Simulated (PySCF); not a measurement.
Si(F)2(vinyl)(OH) (C2H4F2OSi), SMILES C([Si](F)(O)F)=C. The structure is a stationary point at B3LYP-D3(BJ)/def2-SVP. This is a generated structure with no PubChem entry under its InChIKey; it may be hypothetical. The values are those of a single conformer.

Computed equilibrium geometry at B3LYP-D3(BJ)/def2-SVP (PySCF confirms it by a frequency run) as a Z-matrix, and its point group (one conformer of several):
point group Cs.
```
C
C 1 1.3403
H 2 1.0947 1 121.44
H 2 1.0955 3 116.62 1 180.00
H 1 1.0970 2 119.13 3 180.00
Si 1 1.8355 5 118.81 2 180.00
F 6 1.6189 1 111.71 5 -57.80
F 6 1.6189 7 103.65 1 -120.43
O 6 1.6403 7 110.29 8 -118.05
H 9 0.9641 6 119.15 7 56.94
```
